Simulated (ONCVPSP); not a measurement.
# aluminium (Al): one change to an ONCV potential, before and after

```json
{
  "Element": "aluminium",
  "Generator": "ONCVPSP 4.0.1",
  "Type": "optimised norm-conserving Vanderbilt (ONCV)",
  "Functional": "PW91",
  "Relativity": "scalar-relativistic",
  "Frozen core": "[Ne]",
  "Valence charge": "3",
  "Reference configuration": "3s2 3p0.5 (charge +0.5)",
  "Partial waves": "3s: rc 2.05 bohr, ncon 4, nbas 8, qcut 3.7 1/bohr, 2 projectors, debl 3.2 Ha; 3p: rc 2.55 bohr, ncon 5, nbas 10, qcut 3 1/bohr, 2 projectors, debl 3.2 Ha; d scattering state at 0.03 Ha: rc 2.50 bohr, ncon 4, nbas 7, qcut 4 1/bohr, 2 projectors, debl 2.4 Ha",
  "Local potential": "polynomial inside 1.75 bohr (lpopt 5, dvloc0 0 Ha)",
  "Core correction": "Teter function, fcfact 1.75, rcfact 1.2"
}
```

Change: p: qcut 3.4.

Cutoffs: the cutoffs (Ha) at which the residual kinetic energy of the hardest occupied pseudo-wave falls to 1 and 0.1 mHa per electron; they do not see the model core or the augmentation charge, which bear on the density cutoff. Errors are all-electron minus pseudo energies relative to the spin-unpolarised reference configuration.

What does the change do?

The potential gets neither clearly harder nor softer (5.5 Ha and 8.2 Ha → 5.5 Ha and 8.2 Ha); the errors of the 4 common tests hardly move; neither file shows a bound ghost.

| quantity | base | changed |
| --- | --- | --- |
| cutoff, loose | 5.5 Ha | 5.5 Ha |
| cutoff, tight | 8.2 Ha | 8.2 Ha |
| loose cutoff by channel | s 5.5 Ha, p 2.1 Ha | s 5.5 Ha, p 2.1 Ha |
| bound ghosts | none | none |
| GHOST(+) flags under 300 eV | none | none |
| error for 3s2 3p1, meV [ΔE -2.10 eV] | -0.2 | -0.2 |
| error for 3s2 3p0, meV [ΔE 3.70 eV] | -0.7 | -0.6 |
| error for 3s1 3p0, meV [ΔE 22.98 eV] | +8.7 | +9.1 |
| error for 3s0 3p3, meV [ΔE 8.37 eV] | +11 | +9.5 |
| s: phases at 2.08 bohr within 0.05 rad from the reference energy up to (Ha; the scan ends near 5) | 3.5 | 3.5 |
| p: phases at 2.58 bohr within 0.05 rad from the reference energy up to (Ha; the scan ends near 5) | 1.8 | 1.8 |
| d: phases at 2.54 bohr within 0.05 rad from the reference energy up to (Ha; the scan ends near 5) | to the end of the scan | to the end of the scan |
| rms error of d²Exc/dni dnj with the model core, mHa | 1.32 | 1.34 |

Base: The cutoffs count occupied waves only; projector 2 of the d channel, the hardest unoccupied one, needs 32 Ha at the loose tolerance. Changed file: The cutoffs count occupied waves only; projector 2 of the d channel, the hardest unoccupied one, needs 32 Ha at the loose tolerance.
